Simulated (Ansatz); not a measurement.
Geometry optimisation, Ansatz, RKS PBE/def2-SVP.

input.yaml

```yaml
crystal:
  periodic: [false, false, false]
  atoms:
    - { symbol: Ti, position_ang: [0.0, 0.0, 0.0] }
    - { symbol: O, position_ang: [0.0, 0.0, 1.92] }
    - { symbol: Si, position_ang: [-1.3147, -0.4067, 2.8836] }
    - { symbol: H, position_ang: [-2.239, -1.2403, 2.1204] }
    - { symbol: H, position_ang: [-0.8506, -1.1432, 4.0557] }
    - { symbol: H, position_ang: [-1.9987, 0.8095, 3.3133] }
    - { symbol: Cl, position_ang: [2.2349, 0.0, -0.7892] }
    - { symbol: Cl, position_ang: [-1.1163, 1.9339, -0.7892] }
    - { symbol: Cl, position_ang: [-1.1163, -1.9339, -0.7892] }
basis:
  gaussian: { orbitals: def2-SVP }
hamiltonian:
  xc: pbe
relax:
  f_tol: 0.02
  max_steps: 40
```

Command:

```bash
$ ansatz run input.yaml --threads 4 --pin off --max-ram 5120MiB --backend cpu --events-out ev --progress --plain --runs-dir out
```

Where does it end, and by what steps?

The forces met the threshold. After 12 steps the energy has fallen by 1.089 eV; O2 moved furthest, 0.89 Å.

```csv
step,energy less start (eV),largest force component (eV/Å),accepted
0,0.0000,3.611,yes
1,-0.9451,1.365,yes
2,-1.0023,0.427,yes
3,-1.0265,0.418,yes
4,-1.0516,0.408,yes
5,-1.0732,0.112,yes
6,-1.0830,0.079,yes
7,-1.0859,0.025,yes
8,-1.0810,0.193,no
9,-1.0870,0.027,yes
10,-1.0877,0.059,yes
11,-1.0881,0.053,yes
12,-1.0885,0.006,yes
```

```xyz
9
Properties=species:S:1:pos:R:3
Ti -0.086 -0.033 -0.190
O -0.719 -0.218 1.433
Si -1.385 -0.420 2.983
H -2.583 -1.316 2.867
H -0.344 -1.043 3.865
H -1.782 0.930 3.503
Cl 2.104 0.039 -0.099
Cl -0.871 1.828 -1.045
Cl -0.736 -1.748 -1.393
```

Whether the end is a true minimum wasn't checked by a vibrational analysis.

Time of the run: 32 s on 4 threads of Arm Neoverse V1, with other jobs on the host, peak memory 0.22 GiB.
